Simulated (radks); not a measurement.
The numbers below are computed, except where a source is named.
How relativity changes the ionisation of the lanthanum ion La3+ ([Xe]) to La4+ ([Kr] 4d10 5s2 5p5). Spin-unpolarised spherical Kohn-Sham, LDA (Slater exchange, Perdew-Wang correlation), point nucleus unless stated (finite: rms radius 4.855 fm), a radial shooting solver on a logarithmic mesh with Libxc functionals. A level marked "c x" has the speed of light scaled by that factor and shares open shells by 2j + 1; other Dirac levels either fill j = l - 1/2 first or share by 2j + 1.

non-rel.: E(La3+) (hartree) -8216.2233; E(La4+) (hartree) -8214.3616; IE (eV) 50.658; HOMO 5p; <r> HOMO (bohr) 1.773
scalar-rel.: E(La3+) (hartree) -8485.5348; E(La4+) (hartree) -8483.6602; IE (eV) 51.008; HOMO 5p; <r> HOMO (bohr) 1.754
scalar-rel., finite nucleus: E(La3+) (hartree) -8485.1626; E(La4+) (hartree) -8483.2880; IE (eV) 51.009; HOMO 5p; <r> HOMO (bohr) 1.754
Dirac, 2j+1 shares: E(La3+) (hartree) -8489.7502; E(La4+) (hartree) -8487.8730; IE (eV) 51.081; HOMO 5p3/2; <r> HOMO (bohr) 1.777
Dirac, low j first: E(La3+) (hartree) -8489.7502; E(La4+) (hartree) -8487.9086; IE (eV) 50.113; HOMO 5p3/2; <r> HOMO (bohr) 1.777
Dirac, 2j+1 shares, finite nucleus: E(La3+) (hartree) -8489.3764; E(La4+) (hartree) -8487.4992; IE (eV) 51.081; HOMO 5p3/2; <r> HOMO (bohr) 1.777
Dirac, c x 0.75: E(La3+) (hartree) -8741.6761; E(La4+) (hartree) -8739.7835; IE (eV) 51.500; HOMO 5p3/2; <r> HOMO (bohr) 1.782
Dirac, c x 1.5: E(La3+) (hartree) -8331.8957; E(La4+) (hartree) -8330.0276; IE (eV) 50.833; HOMO 5p3/2; <r> HOMO (bohr) 1.775
Dirac, c x 10: E(La3+) (hartree) -8218.7334; E(La4+) (hartree) -8216.8716; IE (eV) 50.662; HOMO 5p3/2; <r> HOMO (bohr) 1.773

NIST Atomic Spectra Database: 50.0 eV (semi-empirical). The relativistic part of the total energy of La3+ is -273.2 hartree (Dirac, 2j+1 shares, finite nucleus), 3.3 % of the non-relativistic value. Spin polarisation and multiplet splitting of open shells are left out at every level.

Beside tabulated values, note that relativity, absent from the non-relativistic runs, is large for the heavy elements, and spin-unpolarised runs miss the spin-polarisation part of the exchange energy of open shells.
